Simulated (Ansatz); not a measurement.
# Calibrating PBE-D4/def2-TZVPP on molecular compounds of Sn

The vertical ionisation energy (cation less neutral) in eV of 6 molecular compounds of Sn: x at PBE-D4/def2-TZVPP, y at CCSD(T)/def2-TZVPP. Shapes, held fixed at every level: PBE0-D4/def2-TZVP. Flexible molecules stand in one conformer, not always the lowest. Programs: Ansatz 0.2.0.

| molecule | x (eV) | y (eV) |
| --- | --- | --- |
| Sn(CH3)Cl | 8.58 | 8.80 |
| Sn(NH2)Br | 9.16 | 9.64 |
| CH4O2Sn (SMILES C[O][Sn][OH]) | 9.42 | 10.07 |
| SnBr2 (tin(ii) bromide) | 9.44 | 9.70 |
| Sn(OH)2 | 9.52 | ? |
| SnBrF (SMILES [F][Sn][Br]) | 10.01 | 10.24 |

**Question.** Fit y = c + s·x to the known rows and predict y for Sn(OH)2.

**Answer.** 
1. Means of the 5 rows: x = 9.3220, y = 9.690.
2. Σ(Δx)² = 1.0737, Σ(Δx·Δy) = 1.0853, so the slope is 1.0853/1.0737 = 1.0108.
3. Intercept: 9.690 − (1.0108) × 9.3220 = 0.267. The largest residual of the fit is 0.28.
4. Sn(OH)2: 0.267 + 1.0108 × 9.52 = 9.89 eV.

CCSD(T)/def2-TZVPP gives 9.85 eV, so the prediction is off by +0.04 eV, within the largest residual. Uncorrected, PBE-D4/def2-TZVPP misses it by -0.33 eV, and the other rows by 0.37 on average. The line removes about 90 % of this miss. Left out in turn, the other rows are missed by 0.31 eV on average, hardly better than no correction. Cations run unrestricted. For atoms past krypton def2 sets carry core potentials with scalar relativity. Relativity is left out for Br. Outer-core shells of Br, Sn are correlated, in sets that cover them unevenly.
